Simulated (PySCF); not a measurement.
arsine (AsH3), SMILES [AsH3].

Coordinates come from a PBE-D3(BJ)/def2-TZVPD optimisation.

Level of theory: PySCF with PBE0/def2-TZVPD.

Symmetry labels are those of the subgroup Cs that the program uses (full group C3v).

Q: List the valence orbital energies around the gap with their symmetry. (The exact figures need the calculation; the answer reports its results.)

A: 
```tsv
orbital	symmetry	energy (eV)
HOMO−7	A'	-45.31
HOMO−6	A"	-45.22
HOMO−5	A'	-45.22
HOMO−4	A'	-45.16
HOMO−3	A'	-17.70
HOMO−2	A"	-10.20
HOMO−1	A'	-10.20
HOMO	A'	-7.90
LUMO	A'	0.18
LUMO+1	A"	0.39
LUMO+2	A'	0.39
LUMO+3	A"	2.72
```
